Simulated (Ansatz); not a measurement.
`N[CH2][SnH3]`. Charge 0, multiplicity 1. Sn: def2 effective core potential.

```xyz
10

N     1.493    0.162    0.547
C     0.090   -0.107    0.821
Sn   -0.997   -0.191   -1.040
H     1.618    1.080    0.141
H     2.044    0.136    1.397
H    -0.002   -1.097    1.274
H    -0.404    0.605    1.496
H    -0.569    1.182   -1.969
H    -2.685   -0.166   -0.761
H    -0.588   -1.603   -1.907
```

**Question.** What are the harmonic wavenumbers in cm⁻¹ at PBE0-D4/def2-TZVP (Ansatz, finite differences of forces, unscaled)? (Best estimate.)

**Answer.** Ansatz gave: 98, 192, 255, 410, 427, 553, 686, 721, 727, 751, 861, 1086, 1094, 1241, 1326, 1484, 1663, 1925, 1929, 1948, 2996, 3095, 3515, 3600.

**Question.** Is this a minimum?

**Answer.** Yes, all 24 modes are real.

**Question.** Give the ideal-gas thermochemistry at 298.15 K and 1 bar (rigid rotor, harmonic oscillator; point group C1, symmetry number 1).

**Answer.** Zero-point energy 194.9 kJ/mol; H(298) − E = 213.0 kJ/mol; entropy 323.2 J/(mol·K), of which translation 171.5, rotation 104.7, vibration 47.0; G(298) − E = 116.7 kJ/mol. Modes under 100 cm⁻¹ are hindered rotations or soft bends, so the harmonic entropy is rough.

**Question.** And at 400, 500, 600, 800 and 1000 K?

**Answer.** 
| T (K) | H − E (kJ/mol) | S (J/mol/K) | G − E (kJ/mol) |
| --- | --- | --- | --- |
| 400 | 223.5 | 353.4 | 82.2 |
| 500 | 235.6 | 380.3 | 45.5 |
| 600 | 249.1 | 404.9 | 6.2 |
| 800 | 279.7 | 448.7 | -79.3 |
| 1000 | 313.7 | 486.6 | -172.9 |
